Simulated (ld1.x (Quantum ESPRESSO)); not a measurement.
How hard is this Cl RRKJ potential?

```
Element                 : Cl
Generator               : ld1.x (Quantum ESPRESSO) 7.5
Type                    : norm-conserving RRKJ (Kleinman–Bylander form)
Functional              : Wu–Cohen
Relativity              : non-relativistic
Frozen core             : [Ne]
Valence charge          : 7
Reference configuration : 3s1 3p6
Partial waves           : 3p (bound): rc 0.95 bohr; 3d channel at 0.05 Ry: rc 1.10 bohr; 3s (bound): rc 1.40 bohr
Local potential         : the s channel
Core correction         : a·sin(br)/r model core inside 0.45 bohr
```

The pseudo-atom Hamiltonian at the reference potential is diagonalised in spherical Bessel functions j_l(qr) that vanish at 20 bohr, with q² up to the cutoff. All-electron valence levels (Ry): 3p -0.6702, 3s -1.5516.

Q: How do the lowest levels (Ry) of each channel move with the cutoff, and are there ghosts?

A:

```json
{"cutoff (Ry)": "8", "p #1": "-0.5280", "d #1": "0.0753", "d #2": "0.1684", "s #1": "-1.3454", "s #2": "-0.0136", "f #1": "0.1194", "Σ f·Δε (mRy)": "1059.0"}
{"cutoff (Ry)": "18", "p #1": "-0.5521", "d #1": "0.0752", "d #2": "0.1668", "s #1": "-1.5181", "s #2": "-0.0207", "f #1": "0.1194", "Σ f·Δε (mRy)": "741.6"}
{"cutoff (Ry)": "30", "p #1": "-0.5571", "d #1": "0.0751", "d #2": "0.1660", "s #1": "-1.5439", "s #2": "-0.0220", "f #1": "0.1194", "Σ f·Δε (mRy)": "685.9"}
{"cutoff (Ry)": "50", "p #1": "-0.5620", "d #1": "0.0751", "d #2": "0.1650", "s #1": "-1.5483", "s #2": "-0.0221", "f #1": "0.1194", "Σ f·Δε (mRy)": "652.5"}
{"cutoff (Ry)": "80", "p #1": "-0.6091", "d #1": "0.0750", "d #2": "0.1646", "s #1": "-1.5513", "s #2": "-0.0223", "f #1": "0.1194", "Σ f·Δε (mRy)": "366.6"}
{"cutoff (Ry)": "120", "p #1": "-0.6636", "d #1": "0.0750", "d #2": "0.1645", "s #1": "-1.5515", "s #2": "-0.0223", "f #1": "0.1194", "Σ f·Δε (mRy)": "39.7"}
{"cutoff (Ry)": "180", "p #1": "-0.6698", "d #1": "0.0750", "d #2": "0.1645", "s #1": "-1.5516", "s #2": "-0.0223", "f #1": "0.1194", "Σ f·Δε (mRy)": "2.3"}
{"cutoff (Ry)": "300", "p #1": "-0.6701", "d #1": "0.0750", "d #2": "0.1645", "s #1": "-1.5516", "s #2": "-0.0223", "f #1": "0.1194", "Σ f·Δε (mRy)": "0.2"}
{"cutoff (Ry)": "400", "p #1": "-0.6702", "d #1": "0.0750", "d #2": "0.1645", "s #1": "-1.5516", "s #2": "-0.0223", "f #1": "0.1194", "Σ f·Δε (mRy)": "0.0"}
```

Result: no extra level below or beside the all-electron valence levels (p, d, s, f tested); 10 mRy is reached at 140 Ry and 1 mRy at 230 Ry.
